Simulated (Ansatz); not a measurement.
`C[O][AlH][SH]`, relaxed with RKS PBE-D4/def2-SVP in Ansatz 0.2.0 from a rough embedded geometry. The force threshold is 0.03 eV/Å; the program also tests the step.

Charge 0, multiplicity 1.

Start:

```xyz
9

C     1.005    0.348   -0.971
O     0.863   -0.920   -0.306
Al   -0.290   -0.699    1.124
S    -2.491   -0.846    0.822
H     0.070    0.645   -1.409
H     1.495    1.070   -0.362
H     1.728    0.148   -1.852
H     0.310   -0.196    2.540
H    -2.690    0.450    0.414
```

Question: How much energy does the relaxation release, and in how many steps? (An estimate is asked.)

Answer: The calculation gave: 87.34 kJ/mol, in 13 steps, 2 of them rejected.

Question: Which bonds change most? (An estimate is asked.)

Answer: Ansatz gave: O2–Al3 from 1.850 to 1.710 Å; C1–H6 from 1.064 to 1.114 Å; C1–H7 from 1.157 to 1.113 Å; C1–H5 from 1.075 to 1.117 Å.

Question: Give the relaxed structure. (An estimate is asked.)

Answer: Computed: 
```xyz
9

C     0.940    0.445   -1.023
O     0.878   -0.109    0.260
Al   -0.282   -0.611    1.412
S    -2.439   -0.443    1.002
H    -0.063    0.604   -1.487
H     1.454    1.433   -1.001
H     1.520   -0.214   -1.708
H     0.242   -1.200    2.783
H    -2.250    0.094   -0.238
```
